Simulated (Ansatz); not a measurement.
Start from `NC[NH][InH2]` and change one element to get `N[SiH2][NH][InH2]`.

Ansatz, PBE0-D4/def2-TZVP geometries, multiplicity 1. Each molecule was computed in one conformer, which needn't be the lowest. `NC[NH][InH2]` holds a close contact that its SMILES doesn't draw: In···N 2.43 Å. `N[SiH2][NH][InH2]` holds a close contact that its SMILES doesn't draw: In···N 2.39 Å.

Elements past krypton have def2 core potentials.

| property | `NC[NH][InH2]` |
| --- | --- |
| LUMO energy (B3LYP/def2-TZVPP) / eV | -0.73 |
| LUMO energy (PBE/def2-TZVPP) / eV | -1.16 |
| HOMO energy (ωB97M-V/def2-TZVPP) / eV | -8.54 |
| HOMO energy (B3LYP/def2-TZVPP) / eV | -6.00 |
| HOMO energy (PBE/def2-TZVPP) / eV | -4.91 |
| HOMO–LUMO gap (ωB97M-V/def2-TZVPP) / eV | 9.28 |

**Question.** What does the change do to each property? (Best estimate.)

**Answer.** The calculation gave: 
| property | `N[SiH2][NH][InH2]` | shift |
| --- | --- | --- |
| LUMO energy (B3LYP/def2-TZVPP) / eV | -0.96 | -0.23 |
| LUMO energy (PBE/def2-TZVPP) / eV | -1.44 | -0.28 |
| HOMO energy (ωB97M-V/def2-TZVPP) / eV | -8.79 | -0.25 |
| HOMO energy (B3LYP/def2-TZVPP) / eV | -6.30 | -0.30 |
| HOMO energy (PBE/def2-TZVPP) / eV | -5.23 | -0.32 |
| HOMO–LUMO gap (ωB97M-V/def2-TZVPP) / eV | 9.33 | 0.05 |

With PBE0 the HOMO falls by 0.31 eV and the LUMO falls by 0.26 eV, so the gap widens by about 0.05 eV. PBE moves the HOMO by -0.32 eV and ωB97M-V by -0.25 eV.

Positive LUMOs are unbound, so they and the gaps depend on the basis.

B3LYP here is the variant with VWN-RPA as its local correlation; programs differ in this.
